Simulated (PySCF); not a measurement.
Static response to an electric field

Species: (H3Sn)2S.
Cartesian coordinates in Å at the PBE0-D3(BJ)/def2-SVP level; atoms count from 1:
```
atom  x, y, z in Å
Sn1   -1.0170   -1.3331    0.7745
H2    -0.7315   -0.6212    2.3067
H3    -1.3204   -3.0098    0.9104
H4    -2.3076   -0.5293   -0.0186
S5     0.9882   -1.1567   -0.5786
Sn6    1.1024    1.2527   -0.8171
H7     2.7079    1.5889   -1.2953
H8    -0.0216    1.7673   -2.0035
H9     0.7323    1.9717    0.6958
```

Level: CAM-B3LYP/def2-SVPD (PySCF), static field, nuclei fixed, core orbitals frozen in the response. The polarisability tensor in these axes (au):

```
x   106.83  11.93 -11.82
y    11.93 114.50  -9.77
z   -11.82  -9.77  98.45
```

Q: What are the eigenvalues, a third of the trace, and Δα (Δα² = ½Σ(αi − αj)² over the three pairs)?

A: Principal values 90.02, 99.53 and 130.24 au; mean 106.60 au = 15.80 Å³ = 17.58 × 10⁻⁴⁰ C²·m²/J; Δα = 36.41 au (34 % of the mean).

Q: What is the dipole moment, and where does it point?

A: (-0.96, 1.16, 0.58) D, 1.61 D in size, pointing from the negative to the positive side. Measured along this direction, the outermost atoms are S5 at the negative end and H9 at the positive end.

Q: Estimate the molar refractivity from the static electronic polarisability.

A: Lorentz–Lorenz: R = (4π/3)N_A α = 2.5225 cm³/(mol·Å³) × 15.80 Å³ = 39.8 cm³/mol, in the limit of long wavelengths.

Q: Give the principal axes and the span of the nuclei along them.

A: Largest value along (0.57, 0.70, -0.43), where the nuclei span 6.47 Å; middle along (-0.62, 0.71, 0.34), 2.81 Å; least along (0.54, 0.07, 0.84), 3.06 Å. The strongest response lies along the longest span, while the other two are in reverse order.

Q: What depolarisation ratio follows for Rayleigh scattering of linearly polarised light, taking the static tensor?

A: ρ = 3Δα²/(45ᾱ² + 4Δα²) = 3976.4/(511314 + 5301.8) = 0.0077.

Isolated species at its PBE0-D3(BJ)/def2-SVP geometry, gas phase. Atoms past krypton carry effective core potentials; spin–orbit coupling is left out.

The run behind these numbers computed excited states and ΔSCF ions as well. Time: 51 s of wall time (grids of density and orbitals included); peak memory 0.67 GiB. Hardware: one thread of an Arm Neoverse V2, shared host.
